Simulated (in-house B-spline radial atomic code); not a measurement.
**RPA and G0W0 on PBEsol: Mo**

Configuration [Kr] 4d5 5s1, highest spin, mean-field start PBEsol. Computed with a B-spline radial code for spherical atoms: all electrons, non-relativistic, point nucleus, each spin shell either full or empty, empty states to l = 9 with an (l + 1/2)⁻⁴ tail; G0W0 by contour deformation at full frequency.

Without relativity these are model numbers: it shifts the levels of so heavy an element strongly and can reorder them.

Command:
```bash
python run_gw.py task.json out
```
Settings (radii: box in bohr, nucleus in fm):
```
Z                        42
electrons                42
configuration            [Kr] 4d5 5s1
hamiltonian              nr
method                   pbesol
lmax                     9
spin_polarised           True
box_radius               40
intervals                56
ion_configuration        [Kr] 4d5
```

Run time, properties included: 5.4 s on 1 thread of AMD EPYC 7R13 Processor, on a shared host.

Energies (hartree):

```tsv
term	value
mean-field total	-3975.05179
Hartree-Fock functional on these orbitals	-3975.51679
direct second order	-3.5766
second-order exchange	1.0657
SOSEX correction	0.96233
```

**Question.** What is the RPA correlation energy, and what remains with SOSEX?

**Answer.** RPA gives -3.0769 hartree (-1.99 eV per electron); RPA + SOSEX gives -2.1146, and the second-order doubles -2.511 hartree (no singles). SOSEX takes back 31 % of the RPA value.

Quasi-particle levels (eV):

```csv
level,occupied,mean field,Σx - vxc,Σc,QP weight,G0W0
5s up,yes,-4.333,-2.00,?,?,?
4d down,no,-1.474,7.87,-5.32,0.683,1.069
```

G0W0 = mean field + (Σx - vxc) + Σc, with Σc (partial-wave tail included) taken at the quasi-particle energy. Only the outer levels were computed. Levels of low weight are left out. An empty level above zero is unbound and depends on the box.

**Question.** Where does G0W0 put 5s up?

**Answer.** At -7.242 eV, with Σc = -0.91 eV and a quasi-particle weight of 0.804. The tabulated removal energy is 7.092 eV (NIST, measured); the calculation leaves out relativity, Breit and QED terms, and what these don't explain is the method's own error.

**Question.** What does it cost to remove one electron (to [Kr] 4d5) by differences of total energies, each species on its own start (correlation terms add to the Hartree-Fock functional)?

**Answer.** PBEsol 7.078 eV, Hartree-Fock functional 5.779 eV, + RPA 7.325 eV, + RPA + SOSEX 6.444 eV, + second order 7.386 eV. Tabulated: 7.092 eV (NIST, measured); the calculation leaves out relativity, Breit and QED terms, and what these don't explain is the method's own error.
